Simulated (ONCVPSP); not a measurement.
**Potentials for zirconium compared**

Generated with ld1.x 7.5 (TM, RRKJ, ultrasoft, PAW), atompaw 4.2 or ONCVPSP 4.0.1. The cutoff is in Ry: for ld1.x and atompaw files where the sum of valence levels is converged to 10 mRy in a Bessel basis, for ONCV files where the hardest occupied wave has 1 mHa per electron of residual kinetic energy. The error is the largest all-electron minus pseudo excitation energy over each file’s own four to seven test configurations (ionisations up to +4, promotions, holes and added fractions of an electron), all of which were solved. The labels leave out finer settings (local radius, basis sizes, second energies), which also bear on the numbers. Spin-polarised tests are not counted. The rows are a selection from randomly drawn settings: files with unsolved tests, undetermined cutoffs or missed reference levels are left out.

| potential | cutoff (Ry) | largest error (meV) | bound ghosts |
| --- | --- | --- | --- |
| ONCV, PBE, scalar-relativistic, rc 1.95/1.40/3.00/2.45 (spdf), local smoothed, core correction no, reference 4s2 4p6 4d2 5s2, qcut 6/6.2/4.9/3.9, projectors 3/3/2/1 | 44 | +27 | none |
| ONCV, Wu-Cohen, scalar-relativistic, rc 1.80/2.10/2.10 (spd), local smoothed, core correction no, reference 4s2 4p6 4d2 5s2, qcut 6.7/8.1/4.3, projectors 2/2/2 | 52 | +9.2 | none |
| ONCV, PBEsol, scalar-relativistic, rc 2.20/1.40/2.70 (spd), local smoothed, core correction yes, reference 4s2 4p6 4d3 5s1, qcut 6.9/5.2/6.5, projectors 3/2/2 | 110 | -2.3 | none |
| ONCV, LDA (Perdew-Zunger), scalar-relativistic, rc 2.05/2.20/2.80 (spd), local smoothed, core correction yes, reference 4s2 4p6 4d2, qcut 6.4/5/6.6, projectors 3/2/1 | 26 | +19 | none |
| ONCV, PBE, scalar-relativistic, rc 2.25/2.20/2.20 (spd), local d, core correction yes, reference 4s2 4p6 4d2 5s2, qcut 6.8/6.7/7.2, projectors 2/2/0 | 29 | -8.9 | none |
| ONCV, PBE, scalar-relativistic, rc 2.05/2.10/2.85 (spd), local smoothed, core correction yes, reference 4s2 4p6 4d2 5s1.5 5p0.5, qcut 5.2/7.3/5.8, projectors 2/2/2 | 21 | -8.1 | none |
| ONCV, LDA (Perdew-Wang 92), scalar-relativistic, rc 2.10/2.25/1.95 (spd), local d, core correction yes, reference 4s2 4p6 4d2.5 5s1.5, qcut 4.7/5.4/5.5, projectors 2/2/0 | 25 | -348 | none |

(1) Fill in the row for Zr: ONCV, LDA (Perdew-Wang 92), scalar-relativistic, rc 1.60/1.95/1.95 (spd), local smoothed, core correction yes, reference 4s2 4p6 4d2 5s2, qcut 8.2/5.6/5, projectors 3/2/2.

Results:

(1) cutoff 45 Ry, largest error +4.4 meV, bound ghosts: none.
